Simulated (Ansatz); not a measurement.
Born–Oppenheimer molecular dynamics of F2H3NSi (7 atoms, charge 0, multiplicity 1). It starts at the highest image of a converged band. Of that band: Neighbouring images differ by up to 2.0 eV, so the band resolves the path poorly. A vibrational analysis at the climbing image gives one clearly imaginary mode, 1476i cm⁻¹: a first-order saddle point.

These are results of RKS r2SCANh/6-31G* (Ansatz), not measurements.

```
ensemble                      : NVE (velocity Verlet)
time step                     : 0.5 fs
steps asked                   : 200
starting velocities drawn for : 100 K
seed                          : 8045
```

Frames 0.5 fs apart, positions in Å, forces in eV/Å.

Velocities at 25.0 fs (Å/ps):

```
Si -5.95 -15.80 0.94
F 1.83 5.88 -3.33
F 3.08 4.66 -2.40
H 18.42 45.82 62.01
N 2.92 12.83 8.04
H 21.95 3.53 -49.55
H -7.68 13.77 -42.46
```

```xyz
7
Properties=species:S:1:pos:R:3:forces:R:3 time_fs=25.0 energy_less_start_eV=-1.201 T=1954
Si -0.322 -1.081 -0.341 -0.08 -1.41 -0.16
F 1.012 -1.230 -1.343 -0.93 0.85 0.59
F -1.463 -0.388 -1.316 0.86 0.27 0.25
H 0.173 0.894 1.585 -0.71 -0.15 4.59
N 0.224 0.764 0.655 0.92 2.15 -5.36
H -0.235 1.611 0.254 -0.50 -0.91 0.20
H 1.179 1.073 0.448 0.44 -0.81 -0.12
7
Properties=species:S:1:pos:R:3:forces:R:3 time_fs=25.5 energy_less_start_eV=-1.310 T=2117
Si -0.325 -1.089 -0.340 -0.03 -1.27 -0.26
F 1.013 -1.227 -1.345 -0.99 0.83 0.65
F -1.462 -0.386 -1.317 0.88 0.22 0.30
H 0.181 0.917 1.621 -0.53 -0.26 2.33
N 0.226 0.771 0.658 0.76 2.31 -3.47
H -0.225 1.612 0.229 -0.59 -0.96 0.41
H 1.175 1.079 0.427 0.49 -0.87 0.03
7
Properties=species:S:1:pos:R:3:forces:R:3 time_fs=26.0 energy_less_start_eV=-1.350 T=2179
Si -0.328 -1.097 -0.340 0.03 -1.12 -0.35
F 1.014 -1.224 -1.347 -1.05 0.80 0.71
F -1.460 -0.384 -1.319 0.91 0.17 0.34
H 0.188 0.939 1.663 -0.38 -0.40 0.21
N 0.227 0.778 0.661 0.68 2.42 -1.72
H -0.216 1.610 0.206 -0.69 -0.94 0.61
H 1.173 1.083 0.406 0.51 -0.93 0.20
7
Properties=species:S:1:pos:R:3:forces:R:3 time_fs=26.5 energy_less_start_eV=-1.312 T=2123
Si -0.331 -1.106 -0.339 0.08 -0.98 -0.45
F 1.014 -1.220 -1.348 -1.11 0.77 0.76
F -1.458 -0.381 -1.320 0.93 0.12 0.39
H 0.194 0.961 1.706 -0.27 -0.51 -1.46
N 0.229 0.785 0.664 0.66 2.43 -0.39
H -0.209 1.606 0.184 -0.79 -0.88 0.77
H 1.172 1.085 0.385 0.50 -0.96 0.38
7
Properties=species:S:1:pos:R:3:forces:R:3 time_fs=27.0 energy_less_start_eV=-1.224 T=1990
Si -0.334 -1.114 -0.339 0.13 -0.83 -0.54
F 1.015 -1.217 -1.349 -1.16 0.74 0.81
F -1.456 -0.379 -1.321 0.95 0.07 0.43
H 0.200 0.981 1.745 -0.19 -0.57 -2.65
N 0.231 0.793 0.666 0.69 2.34 0.49
H -0.203 1.600 0.164 -0.88 -0.77 0.90
H 1.172 1.084 0.365 0.45 -0.98 0.55
7
Properties=species:S:1:pos:R:3:forces:R:3 time_fs=27.5 energy_less_start_eV=-1.119 T=1832
Si -0.337 -1.122 -0.339 0.18 -0.68 -0.62
F 1.015 -1.214 -1.351 -1.21 0.70 0.86
F -1.454 -0.376 -1.322 0.96 0.02 0.48
H 0.205 0.999 1.778 -0.13 -0.60 -3.44
N 0.233 0.801 0.669 0.76 2.17 1.02
H -0.200 1.593 0.145 -0.96 -0.62 0.99
H 1.174 1.081 0.346 0.38 -0.99 0.71
7
Properties=species:S:1:pos:R:3:forces:R:3 time_fs=28.0 energy_less_start_eV=-1.029 T=1694
Si -0.340 -1.131 -0.338 0.23 -0.54 -0.71
F 1.015 -1.210 -1.352 -1.25 0.67 0.91
F -1.452 -0.374 -1.323 0.98 -0.03 0.52
H 0.210 1.016 1.802 -0.09 -0.61 -3.93
N 0.235 0.810 0.672 0.86 1.93 1.31
H -0.199 1.583 0.130 -1.03 -0.46 1.04
H 1.176 1.075 0.329 0.29 -0.97 0.86
7
Properties=species:S:1:pos:R:3:forces:R:3 time_fs=28.5 energy_less_start_eV=-0.972 T=1607
Si -0.343 -1.139 -0.338 0.27 -0.40 -0.79
F 1.015 -1.207 -1.353 -1.29 0.64 0.96
F -1.449 -0.371 -1.323 0.99 -0.08 0.56
H 0.214 1.032 1.817 -0.06 -0.59 -4.20
N 0.238 0.819 0.675 0.96 1.66 1.43
H -0.200 1.573 0.116 -1.07 -0.30 1.05
H 1.179 1.068 0.315 0.19 -0.92 0.98
7
Properties=species:S:1:pos:R:3:forces:R:3 time_fs=29.0 energy_less_start_eV=-0.961 T=1589
Si -0.346 -1.147 -0.338 0.31 -0.27 -0.88
F 1.015 -1.203 -1.354 -1.33 0.60 1.00
F -1.447 -0.369 -1.324 1.00 -0.12 0.61
H 0.219 1.046 1.822 -0.04 -0.57 -4.28
N 0.240 0.828 0.678 1.05 1.36 1.43
H -0.204 1.562 0.106 -1.09 -0.13 1.04
H 1.183 1.058 0.302 0.08 -0.86 1.08
7
Properties=species:S:1:pos:R:3:forces:R:3 time_fs=29.5 energy_less_start_eV=-0.997 T=1646
Si -0.349 -1.156 -0.338 0.35 -0.14 -0.96
F 1.015 -1.199 -1.355 -1.36 0.56 1.04
F -1.444 -0.367 -1.325 1.01 -0.17 0.65
H 0.223 1.059 1.817 -0.03 -0.53 -4.19
N 0.243 0.837 0.682 1.13 1.05 1.32
H -0.211 1.550 0.097 -1.08 0.01 1.00
H 1.186 1.046 0.292 -0.02 -0.78 1.14
7
Properties=species:S:1:pos:R:3:forces:R:3 time_fs=30.0 energy_less_start_eV=-1.077 T=1768
Si -0.352 -1.165 -0.338 0.38 -0.02 -1.03
F 1.014 -1.195 -1.355 -1.39 0.53 1.08
F -1.442 -0.364 -1.326 1.02 -0.21 0.69
H 0.227 1.071 1.802 -0.03 -0.48 -3.90
N 0.245 0.847 0.686 1.16 0.74 1.05
H -0.220 1.539 0.091 -1.03 0.12 0.95
H 1.190 1.032 0.285 -0.12 -0.68 1.16
7
Properties=species:S:1:pos:R:3:forces:R:3 time_fs=30.5 energy_less_start_eV=-1.187 T=1936
Si -0.354 -1.173 -0.338 0.41 0.09 -1.11
F 1.014 -1.192 -1.356 -1.42 0.49 1.12
F -1.439 -0.362 -1.326 1.03 -0.26 0.72
H 0.232 1.081 1.777 -0.04 -0.38 -3.33
N 0.249 0.857 0.690 1.16 0.42 0.56
H -0.232 1.528 0.088 -0.94 0.20 0.89
H 1.193 1.016 0.281 -0.20 -0.56 1.15
```

Of the whole run (100 fs, mean temperature of the second half 1104 K): The conserved energy stayed within 1.2 meV per atom of its start (net change -0.29 meV per atom), so the integration is sound. The system heated up, since it started high on the potential surface and ran downhill. A run of 0.1 ps of so small a system gives no equilibrium averages. The orbitals stay closed-shell, which can raise the energy where a bond breaks towards radicals; this wasn't checked here.

The run took 3.2 min on 2 threads of Intel(R) Xeon(R) Platinum 8559C (Emerald Rapids), with other jobs on the host, peak memory 0.16 GiB.
